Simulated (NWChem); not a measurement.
System: CH3ClTe; SMILES C[Te]Cl

Here is an NWChem input.

```
start job
memory heap 200 mb stack 900 mb global 1100 mb
geometry units angstroms noautoz
  Te    -0.340484     0.439465     0.001156
  Cl     0.097214    -1.898612    -0.001205
  C      1.728954     1.000556     0.001431
  H      1.755191     2.100496     0.008294
  H      2.212721     0.620195    -0.906119
  H      2.214468     0.609136     0.903351
end
basis spherical
  * library def2-tzvp
end
ecp
  Te library def2-ecp
end
dft
  xc xpbe96 cpbe96
  iterations 150
  mulliken
end
task dft energy
```

The geometry was optimised at PBE0/def2-SVP. def2 effective core potentials on Te; no spin-orbit coupling.

Problem. Predict the main results of this run. (PBE/def2-TZVP with def2 effective core potentials on Te.) Quantities: basis functions; energy (Ha); highest occupied level (eV); orbital gap (eV); dipole (D).

Solution. number of basis functions: 136
energy (Ha): -767.93
highest occupied level (eV): -5.13
orbital gap (eV): 1.95
dipole (D): 2.47
